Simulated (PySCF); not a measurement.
Input for PySCF: R-HF/STO-3G on F2Si (SMILES F[Si]F), a point of a bond scan (R = 2.414 Å).

```python
from pyscf import gto, scf, dft, mp
from pyscf.data.elements import chemcore

mol = gto.M(
    atom='''
    Si    0.01300632    0.00212733    0.57701376
    F     1.51077600   -1.05561368   -0.99235348
    F    -1.03175149    0.69972417   -0.42834589
    ''',
    basis='sto-3g',
    charge=0, spin=0, verbose=3, max_memory=1800)
mf = scf.RHF(mol)
mf.conv_tol = 1e-8
mf.max_cycle = 100
mf.kernel()
if not mf.converged:
    mf = mf.newton().run(mf.mo_coeff, mf.mo_occ)
```

Program output:

```
converged SCF energy = -481.49930870195
```

The run converged.

Cost: around 0.09 core-seconds (rough).
